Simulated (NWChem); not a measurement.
# C₃H₃ClF₂; SMILES F[C@@H]1C[C@@]1(F)Cl

Computed with NWChem. Pople sets run with spherical d functions. Geometry: optimised at B3LYP/6-31G* (spherical d). Level: B3LYP/6-31G* with SMD (1 M gas to 1 M solution), gas-phase geometry.

Q: Predict the results for solvent toluene. Quantities: solvation free energy (kcal/mol); cavity-dispersion-structure term (kcal/mol); dipole in solution (D).

A: 
| Item | Value |
|---|---|
| solvation free energy (kcal/mol) | -4.0 |
| cavity-dispersion-structure term (kcal/mol) | -1.7 |
| dipole in solution (D) | 2.44 |
